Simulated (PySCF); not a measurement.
Species: (F3Si)2NH.
Z-matrix (Å and degrees, PBE0-D3(BJ)/def2-SVP geometry), rows numbered from 1:
```
Si
F   1  1.5954
F   1  1.5955  2  106.76
F   1  1.5949  2  110.69  3   116.51
N   1  1.7022  2  109.45  3  -123.82
Si  5  1.7030  1  127.48  2  -148.17
F   6  1.5951  5  113.90  1    84.40
F   6  1.5946  5  109.32  1   -35.42
F   6  1.5957  5  108.89  1  -156.25
H   5  1.0177  1  116.44  2    29.64
```

The closed-shell ground state was solved at several levels (PySCF, density fitting, gas phase, non-relativistic).

```tsv
level	basis functions	HOMO (eV)	LUMO (eV)	gap (eV)	dipole (D)
wB97X-D/pcSseg-1	172	-11.92	1.68	13.60	2.24
wB97X-D/def2-SVPD	214	-11.96	1.07	13.03	2.15
```

**Question.** What might PBE0/pcSseg-1 (172 basis functions) give for the same quantities?

**Answer.** HOMO -9.94 eV, LUMO -0.19 eV, gap 9.75 eV, dipole 2.21 D.

**Question.** Over all these levels, which gives the widest orbital gap and which the narrowest?

**Answer.** wB97X-D/pcSseg-1 (range-separated hybrid) has the widest, 13.60 eV, and PBE0/pcSseg-1 (global hybrid, 25 % exact exchange) the narrowest, 9.75 eV. The two share the basis. From the narrowest to the widest the HOMO moves by -1.98 eV and the LUMO by +1.87 eV.

**Question.** How far do the dipole and the HOMO energy spread over the levels?

**Answer.** The dipole runs from 2.15 to 2.24 D (mean 2.20 D) and the HOMO from -11.96 to -9.94 eV.
